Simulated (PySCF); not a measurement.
NMR data simulated for an unnamed compound:

1H NMR (500 MHz, computed): δ 8.50 (m, 4H).

13C{1H} NMR (computed): δ 163.9 (C, d, J = 410.3 Hz), 139.5 (CH, d, J = 4.2 Hz), 137.9 (C, d, J = 64.0 Hz).

PySCF 2.14 calculation with spin–spin couplings from B3LYP/pcJ-1 (spin–dipole term only in couplings to heteroatoms), structure optimised with PBE0-D3(BJ)/def2-SVP and GIAO B97-2/pcSseg-2 shieldings; relativity neglected, single conformer, no solvent model, equivalent nuclei averaged.

Shifts are taken against calculated references (same method and geometry level): 1H and 13C against TMS.

**Question.** Which of these does the molecule contain: a benzene ring, a CF3 group, an S-methyl group, an OH group?

**Answer.** 
- A benzene ring: yes.
- A CF3 group: no.
- An S-methyl group: no.
- An OH group: no.

The data belong to `C(=O)(F)c1ccc(C(=O)F)cc1`, C₈H₄F₂O₂; they needn't prove each group on their own.

Carbon signals by region: 1 in the far downfield region (above 160 ppm), 2 in the sp2 and nitrile region (100–160 ppm). Above 160 ppm: 163.9, carbonyl carbon.

C–F couplings over four or more bonds (about 3 Hz to the para carbon of a fluoroarene) are left out. Common functionals overestimate the size of one-bond C–F couplings by tens of Hz; these are unscaled. Splittings below 1 Hz are ignored in the labels, and close J values are merged. Shifts are as computed. Against solution values, carbons near 30 ppm lie about +4 ppm off and those near 130 ppm about +7 ppm. Of 1211 compounds with measured shifts, 218 miss one by over three times the rms of a fit or turn the order of signals round; such compounds aren't used in these exercises.
